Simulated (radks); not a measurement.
Values are calculated unless marked as measured or tabulated.
Q: The silver ion Ag15+, configuration [Ar] 3d10 4s2 4p2. Code: a radial shooting solver on a logarithmic mesh with Libxc functionals. Model: Dirac Kohn-Sham, PBE, spin-unpolarised, spherical densities, finite nucleus; open shells are shared between the two j in proportion to 2j + 1; Fermi nuclear charge, rms radius 4.5454 fm. Some entries of the table are withheld. Estimate them.

orbital,occ.,eigenvalue (eV),<r> (bohr)
1s1/2,2,-25688.32,0.03111
2s1/2,2,-4095.739,(1)
2p1/2,2,-3833.454,(2)
2p3/2,4,-3657.852,(3)
3s1/2,2,(4),0.3654
3p1/2,2,-933.2985,0.3565
3p3/2,4,-901.6902,0.3670
3d3/2,4,-717.9848,(5)
3d5/2,6,-711.5312,(6)
4s1/2,2,-406.3150,0.8109
4p1/2,0.666667,-368.9998,(7)
4p3/2,1.33333,-361.3993,(8)

A: 
(1) 2s1/2 <r> (bohr): 0.1344
(2) 2p1/2 <r> (bohr): 0.1140
(3) 2p3/2 <r> (bohr): 0.1191
(4) 3s1/2 eigenvalue (eV): -1037.601
(5) 3d3/2 <r> (bohr): 0.3378
(6) 3d5/2 <r> (bohr): 0.3411
(7) 4p1/2 <r> (bohr): 0.8331
(8) 4p3/2 <r> (bohr): 0.8501
